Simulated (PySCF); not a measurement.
PySCF 2.14 output of a UHF calculation on a single atom or ion in x2c-TZVPPall with one added diffuse shell each of s, p, d, f type (12s8p8d5f2g, 129 functions), with the spin-free X2C one-electron Hamiltonian (Gaussian nucleus):

```
SCF conv_tol = 1e-09
number electrons alpha = 34  beta = 28
cycle= 1 E= -10422.5456324407  delta_E= -0.00854  |g|= 0.0293  |ddm|= 0.083
cycle= 2 E= -10422.5736423219  delta_E= -0.028  |g|= 0.0642  |ddm|= 1.12
cycle= 3 E= -10422.5859204921  delta_E= -0.0123  |g|= 0.0743  |ddm|= 1.58
cycle= 4 E= -10422.5765869431  delta_E= 0.00933  |g|= 0.0617  |ddm|= 1.59
cycle= 5 E= -10422.5478461862  delta_E= 0.0287  |g|= 0.027  |ddm|= 1.39
cycle= 6 E= -10422.5456639506  delta_E= 0.00218  |g|= 0.0182  |ddm|= 0.412
cycle= 7 E= -10422.5454609888  delta_E= 0.000203  |g|= 0.0145  |ddm|= 0.137
cycle= 8 E= -10422.545486964  delta_E= -2.6e-05  |g|= 0.0117  |ddm|= 0.0878
cycle= 9 E= -10422.5456735511  delta_E= -0.000187  |g|= 0.00578  |ddm|= 0.25
cycle= 10 E= -10422.5459559238  delta_E= -0.000282  |g|= 0.00623  |ddm|= 0.188
cycle= 11 E= -10422.5458547429  delta_E= 0.000101  |g|= 0.00499  |ddm|= 0.103
cycle= 12 E= -10422.545805702  delta_E= 4.9e-05  |g|= 0.00443  |ddm|= 0.0187
cycle= 13 E= -10422.5514511329  delta_E= -0.00565  |g|= 0.0281  |ddm|= 0.424
cycle= 14 E= -10422.5652698745  delta_E= -0.0138  |g|= 0.0528  |ddm|= 0.515
cycle= 15 E= -10422.5459179991  delta_E= 0.0194  |g|= 0.0058  |ddm|= 0.869
cycle= 16 E= -10422.5486830158  delta_E= -0.00277  |g|= 0.0201  |ddm|= 0.355
cycle= 17 E= -10422.5464997122  delta_E= 0.00218  |g|= 0.0104  |ddm|= 0.478
cycle= 18 E= -10422.5468851324  delta_E= -0.000385  |g|= 0.0124  |ddm|= 0.0391
cycle= 19 E= -10422.5499461219  delta_E= -0.00306  |g|= 0.0232  |ddm|= 0.186
cycle= 20 E= -10422.5576161112  delta_E= -0.00767  |g|= 0.0396  |ddm|= 0.301
cycle= 21 E= -10422.5814013132  delta_E= -0.0238  |g|= 0.0737  |ddm|= 0.697
cycle= 22 E= -10422.5463995332  delta_E= 0.035  |g|= 0.00974  |ddm|= 1.18
cycle= 23 E= -10422.5459578941  delta_E= 0.000442  |g|= 0.00641  |ddm|= 0.056
cycle= 24 E= -10422.5457930904  delta_E= 0.000165  |g|= 0.00459  |ddm|= 0.0319
cycle= 25 E= -10422.5456330819  delta_E= 0.00016  |g|= 0.00143  |ddm|= 0.0888
cycle= 26 E= -10422.5456267177  delta_E= 6.36e-06  |g|= 0.0012  |ddm|= 0.0161
cycle= 27 E= -10422.5456431865  delta_E= -1.65e-05  |g|= 0.0018  |ddm|= 0.0217
cycle= 28 E= -10422.5460174933  delta_E= -0.000374  |g|= 0.00701  |ddm|= 0.0924
cycle= 29 E= -10422.5458090919  delta_E= 0.000208  |g|= 0.00482  |ddm|= 0.0377
cycle= 30 E= -10422.5456684055  delta_E= 0.000141  |g|= 0.00228  |ddm|= 0.0438
cycle= 31 E= -10422.545640958  delta_E= 2.74e-05  |g|= 0.00117  |ddm|= 0.0262
cycle= 32 E= -10422.5456325994  delta_E= 8.36e-06  |g|= 0.000484  |ddm|= 0.0236
cycle= 33 E= -10422.5456338507  delta_E= -1.25e-06  |g|= 0.000613  |ddm|= 0.0171
cycle= 34 E= -10422.5456319292  delta_E= 1.92e-06  |g|= 0.000371  |ddm|= 0.0158
cycle= 35 E= -10422.5456308815  delta_E= 1.05e-06  |g|= 9.02e-05  |ddm|= 0.00494
cycle= 36 E= -10422.5456308352  delta_E= 4.62e-08  |g|= 4.35e-05  |ddm|= 0.0021
cycle= 37 E= -10422.5456308537  delta_E= -1.84e-08  |g|= 6.16e-05  |ddm|= 0.00159
cycle= 38 E= -10422.5456308277  delta_E= 2.6e-08  |g|= 2.37e-05  |ddm|= 0.00135
cycle= 39 E= -10422.5456308244  delta_E= 3.29e-09  |g|= 1.2e-05  |ddm|= 0.000567
cycle= 40 E= -10422.5456308236  delta_E= 7.75e-10  |g|= 6.6e-06  |ddm|= 0.000117
converged SCF energy = -10422.5456308236  <S^2> = 12.005918  2S+1 = 7.0016906
```

The run itself started from symmetry-adapted Hartree-Fock orbitals and held the occupation by maximum overlap, so the iterations belong to that start.

**Question.** Which element, charge and spin multiplicity is this?

**Answer.** Sm (samarium, neutral), multiplicity 7; the state was [Xe] 4f5 6s2 7s1, one real determinant (an excited configuration).

⟨L²⟩ = 24.03 against 30 for a pure H term, so this real determinant mixes terms. Spin-orbit coupling, absent here, splits the open shell strongly. The outer electron is Rydberg-like, and this basis confines it to a smaller radius and binds it less than a complete one would.
